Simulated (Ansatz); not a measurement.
`[NH2][Ga]([OH])[OH]` + `FB[SeH]` → `[OH][Ga]([OH])[SeH]` + `NBF`  (redistribution)

Computed with Ansatz on PBE0-D4/def2-TZVP structures; ΔE is electronic, products minus reactants. CCSD(T)/CBS adds triple-zeta CCSD(T) − MP2 to the extrapolated MP2 energy (def2 sets, frozen cores). This one scheme is used for every species. DFT in def2-TZVPP. For Ga, Se outer-core shells are correlated without core-valence functions, which leaves a few kJ/mol of doubt a bond. Scalar relativity is left out up to krypton. One conformer a species, not always the lowest.

```
              species  CAM-B3LYP-D4 energy (Eh)
`[NH2][Ga]([OH])[OH]`               -2132.69845
            `FB[SeH]`               -2527.66029
`[OH][Ga]([OH])[SeH]`               -4479.03820
                `NBF`                -181.37280
```

**Question.** Work out ΔE.

**Answer.** ΔE = (-4479.03820) + (-181.37280) − (-2132.69845) − (-2527.66029) = -0.05226 Eh = -32.8 kcal/mol. CCSD(T)/CBS gives -30.2 kcal/mol.

Largest T1 diagnostic among the species: 0.013.

Leaving LDA and LC-ωPBE aside and taking each functional with its dispersion term where it has one, the values, not all of them listed here, spread over 3.0 kcal/mol, from BHLYP-D4 to revPBE-D4. From BLYP to BHLYP (50 % exact exchange), in def2-TZVPP and without D4, ΔE moves by −1.4 kcal/mol.
